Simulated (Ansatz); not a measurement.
A nudged elastic band was laid between two geometries of C$_{2}$H$_{9}$AlOSi (14 atoms, charge 0, multiplicity 1).

The calculation used RKS B3LYP-D4/STO-3G (Ansatz).

| Item | Value |
| --- | --- |
| movable images | 7 |
| climbing image | yes |
| spring | 5.0 eV/Å² |
| optimiser | quadratic models (default) |
| start path | through a guess of the saddle point |
| force threshold | 0.05 eV/Å |
| iteration limit | 60 |
| end points | relaxed |

Image 0:

```xyz
14
Properties=species:S:1:pos:R:3
C -1.606 0.304 1.289
Al 0.222 0.529 1.813
O 1.458 -0.099 0.866
Si 1.207 -0.902 -0.593
C 0.421 0.207 -1.894
H -1.935 1.102 0.607
H -2.286 0.333 2.150
H -1.789 -0.645 0.767
H 0.657 1.248 3.049
H 2.500 -1.341 -1.074
H 0.369 -2.078 -0.429
H -0.593 0.516 -1.609
H 1.013 1.116 -2.061
H 0.348 -0.319 -2.854
```

Image 8:

```xyz
14
Properties=species:S:1:pos:R:3
C -1.860 0.352 2.361
Al -0.368 0.379 1.170
O -0.213 -0.955 0.161
Si 1.021 -1.097 -0.980
C 1.040 0.334 -2.202
H -2.442 -0.575 2.288
H -2.553 1.182 2.165
H -1.547 0.454 3.410
H 0.631 1.496 1.105
H 2.327 -1.173 -0.348
H 0.805 -2.331 -1.706
H 0.083 0.427 -2.732
H 1.240 1.292 -1.704
H 1.822 0.185 -2.957
```

(1) What changes between the two ends?

(2) Give the energies along the band, and the barrier.

(3) What is the geometry of the highest image?

(4) What are the harmonic wavenumbers there?

## Answers

(1) No bond is made or broken. The dihedral C1–Al2–O3–Si4 goes from 2 to 179°.

(2) The forces met the threshold. The highest image is number 4 of 0 to 8, 5.6 kcal/mol above the first end and 4.7 kcal/mol above the last; the last end lies 0.8 kcal/mol above the first. A vibrational analysis at the climbing image gives one clearly imaginary mode, 109i cm⁻¹: a first-order saddle point. Limits of this set-up: minimal basis.

```csv
image,path coordinate (Å),energy (kcal/mol),dihedral C1–Al2–O3–Si4 (°)
0,0.00,0.0,2
1,1.36,0.3,6
2,2.72,0.9,3
3,4.08,2.7,-29
4,5.43,5.6,-95
5,6.63,3.4,-144
6,7.83,1.6,-178
7,9.03,1.0,176
8,10.23,0.8,179
```

(3) 
```xyz
14
Properties=species:S:1:pos:R:3
C -1.927 0.200 2.216
Al -0.070 0.382 1.795
O 0.369 0.456 0.192
Si 0.886 -0.637 -0.935
C 1.125 0.232 -2.582
H -2.564 0.131 1.325
H -2.296 1.048 2.810
H -2.119 -0.701 2.816
H 0.983 0.594 2.839
H 2.143 -1.255 -0.542
H -0.074 -1.716 -1.110
H 0.197 0.703 -2.927
H 1.891 1.015 -2.516
H 1.443 -0.480 -3.353
```

(4) 109i, 30, 36, 71, 126, 223, 263, 479, 597, 617, 724, 785, 816, 825, 830, 907, 925, 1030, 1072, 1151, 1174, 1502, 1524, 1701, 1705, 1723, 1723, 2490, 2585, 2613, 3282, 3312, 3441, 3455, 3478, 3481 cm⁻¹.

Time of the run: 120 s on 1 thread of AMD EPYC 9R45 96-Core Processor (Zen 5), with other jobs on the host, peak memory 0.14 GiB.
